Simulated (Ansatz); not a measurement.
Abridged output of a molecular run in Ansatz:

```
Functional definition: HF
1661 factors; integrals over basis functions are off by at most 8.9e-4 eV
mean field evaluation 1: about -18938.2134 eV, gradient 3.8e1 eV
mean field evaluation 2: about -18938.5224 eV, gradient 3.8e1 eV
mean field evaluation 4: about -18942.7430 eV, gradient 4.3e0 eV
mean field evaluation 8: about -18942.8198 eV, gradient 2.6e-1 eV
mean field -18942.82007750 eV, -696.1357979435 hartree, gradient 2.9e-6 eV, S^2 0.000000; 0 other end points of the search recorded, 0 dependent functions left out
13 core orbitals not correlated: weight in the atoms' cores, before any rotation towards them, 1.000 or more for the frozen orbitals, at most 0.000 for the correlated occupied ones
reference -18942.82007750 eV, -696.1357979435 hartree; 14, 14 occupied and 262, 262 virtual orbitals, 1661 factors
second order -19.96669958 eV of doubles, -0.00000000 eV of singles
cycle   1  -20.78965881 eV  change   -8.2e-1 eV  update   1.0e-1
cycle   2  -21.40537418 eV  change   -6.2e-1 eV  update   3.2e-2
cycle   3  -21.50102554 eV  change   -9.6e-2 eV  update   1.4e-2
cycle   4  -21.49470814 eV  change    6.3e-3 eV  update   4.1e-3
cycle   5  -21.49523303 eV  change   -5.2e-4 eV  update   1.7e-3
cycle   6  -21.49497537 eV  change    2.6e-4 eV  update   5.1e-4
cycle   7  -21.49487520 eV  change    1.0e-4 eV  update   1.9e-4
cycle   8  -21.49491411 eV  change   -3.9e-5 eV  update   7.0e-5
cycle   9  -21.49490914 eV  change    5.0e-6 eV  update   2.4e-5
perturbative correction -0.96985475 eV, -0.0356415047 hartree
Total energy: -18965.28484139 eV, -696.9613627892 hartree
```

Its atoms:

```xyz
13

C     0.840   -1.751   -1.163
Si   -0.007   -0.087   -1.235
C    -0.295    0.616    0.451
C    -0.075    0.292    1.730
Si   -0.893    1.890    1.618
H     0.237   -2.470   -0.605
H     1.814   -1.669   -0.673
H     0.999   -2.149   -2.168
H    -1.328   -0.201   -1.913
H     0.816    0.888   -2.002
H     0.377   -0.555    2.233
H    -0.147    3.155    1.817
H    -2.337    2.042    1.910
```

Task: Which basis set was used?
A. def2-TZVPP
B. def2-SVPD
C. def2-SVP
D. def2-QZVPP

Result: A. It gives 289 functions.

Task: Write the keys of the input that set method, charge and spin (a neutral closed shell needs none for the last two).

Result: 
```yaml
correlation: {method: ccsd_t}
```
